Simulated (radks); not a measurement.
Results of a calculation; reference values are marked as such.
Isoelectronic series with 16 electrons, each ion in its NIST ground configuration. Level of theory: Dirac Kohn-Sham, PBEsol, spin-unpolarised, spherical densities, finite nucleus; open shells fill j = l - 1/2 first; Fermi nuclear charge, rms radius of each element as measured or else 0.836 A^(1/3) + 0.57 fm (a radial shooting solver on a logarithmic mesh with Libxc functionals). Total energies (hartree) and mean radii <r> (bohr):

ion    configuration  E (hartree)   3p3/2   3p1/2
I37+    [Ne] 3s2 3p4  -5981.89916  0.2781  0.2697
Xe38+   [Ne] 3s2 3p4  -6232.62407  0.2718  0.2633
Cs39+   [Ne] 3s2 3p4   -6489.0698  0.2658  0.2571
Ba40+   [Ne] 3s2 3p4   -6751.2823  0.2600  0.2512
La41+   [Ne] 3s2 3p4   -7019.3171  0.2545  0.2456
Ce42+   [Ne] 3s2 3p4   -7293.2247  0.2492  0.2401
Pr43+   [Ne] 3s2 3p4   -7573.0623  0.2441  0.2349
Nd44+   [Ne] 3s2 3p4   -7858.8848  0.2392  0.2298
Pm45+   [Ne] 3s2 3p4   -8150.7461  0.2345  0.2249
Sm46+   [Ne] 3s2 3p4   -8448.6956  0.2299  0.2203
Eu47+   [Ne] 3s2 3p4   -8752.8338  0.2256  0.2157
